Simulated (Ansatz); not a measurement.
Mulliken charges of `O=C=NC[SiH3]` from r2SCAN/def2-TZVPP in Ansatz (PBE0-D4/def2-TZVP geometry).

```tsv
atom	x (Å)	y (Å)	z (Å)	charge (e)
O1	-1.839	-2.568	0.807	-0.251
C2	-1.335	-1.733	0.163	0.270
N3	-0.931	-0.871	-0.560	-0.225
C4	0.254	-0.114	-0.833	-0.048
Si5	0.605	1.158	0.528	0.280
H6	0.120	0.407	-1.784	0.082
H7	1.117	-0.777	-0.957	0.077
H8	0.787	0.444	1.818	-0.057
H9	-0.539	2.097	0.638	-0.057
H10	1.843	1.905	0.184	-0.069
```

Q: By hand: the dipole of these point charges (1 e Å = 4.8032 D).

A: Σ q r = (0.422, 0.400, -0.217) e Å, of length 0.621 e Å = 2.98 D.

Q: How does the dipole of the full density compare? (Best estimate.)

A: Computed: (0.412, 0.320, -0.237) e Å, 2.75 D; the point charges give 1.08 times that, at 7° from its direction.

Point charges leave out the atoms' own dipoles, such as those of lone pairs, and Mulliken's split depends on the basis, so the close match here is no proof of good charges.
